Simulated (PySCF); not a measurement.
**Ni⁺ (nickel, charge +1): TPSS calculation**

Configuration: [Ar] 3d9, 2D determinant. All numbers are calculated (PySCF 2.14, the spin-free X2C one-electron Hamiltonian (Gaussian nucleus), in x2c-SVPall (5s3p3d1f, 36 functions)).

| Property | Result |
| --- | --- |
| Total energy | -1520.043 hartree |
| One-electron energy | -2103.160 hartree |
| Hartree (Coulomb) energy | 646.928 hartree |
| Exchange-correlation energy | -63.810 hartree |
| ⟨S²⟩ | 0.8377 |
| ⟨L²⟩ | 6.285 |
| Sum of ⟨r⟩ | 17.78 bohr |
| Sum of ⟨r²⟩ | 20.62 bohr² |
| Traceless quadrupole moment −½Σ⟨3z² − r²⟩ along its main axis | -0.668 e·bohr² |
| Langevin diamagnetic susceptibility | -16.3 ×10⁻⁶ cm³/mol |
| Time after the integrals | 2.6 s of wall time on 1 thread of Neoverse-V2 (shared host) |

```tsv
shell	electrons	mean orbital energy (eV)	spread (eV)	rms radius, mean of both spins (bohr)
1s α	1	-8223.6	0	0.0624
1s β	1	-8223.6	0	0.0624
2s α	1	-987.71	0	0.265
2s β	1	-987.24	0	0.265
2p α	3	-849.11	0.923	0.238
2p β	3	-848.72	0.520	0.238
3s α	1	-116.18	0	0.798
3s β	1	-114.96	0	0.798
3p α	3	-76.130	1.822	0.852
3p β	3	-74.918	0.754	0.852
3d α	5	-13.473	2.067	1.27
3d β	4	-12.575	1.479	1.27
```

⟨S²⟩ = 0.84 against 0.75 shows spin contamination.

Densities and radii are taken from the X2C orbitals without a picture-change correction, which distorts them close to the nucleus.
